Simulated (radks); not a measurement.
Q: Gd2+, 62 electrons, occupied as [Xe] 4f7 5d1. Method: scalar-relativistic Kohn-Sham, r2SCAN, spin-unpolarised, spherical densities, finite nucleus; meta-GGA in the generalised Kohn-Sham scheme; Fermi nuclear charge, rms radius 5.1569 fm; computed with a radial shooting solver on a logarithmic mesh with Libxc functionals. Some entries of the table are withheld. Estimate them.

orbital  occ.  eigenvalue (eV)  <1/r> (bohr^-1)  r(max) (bohr)
1s          2        -50185.10            71.64        0.01392
2s          2        -8319.573            16.63        0.07897
2p          6        -7401.856            15.52        0.06395
3s          2        -1863.235            6.116         0.2240
3p          6        -1577.433            5.743         0.2198
3d         10        -1200.114            5.440         0.1803
4s          2        -390.3173            2.565         0.5157
4p          6        -295.6147            2.360         0.5380
4d         10        -164.0710            2.080         0.5589
5s          2              (1)           0.9890          1.199
5p          6         -41.7972           0.8403          1.355
4f          7              (2)            1.525            (3)
5d          1         -14.7872           0.5511          1.849

A: 
(1) 5s eigenvalue (eV): -64.8127
(2) 4f eigenvalue (eV): -22.1450
(3) 4f r(max) (bohr): 0.5672
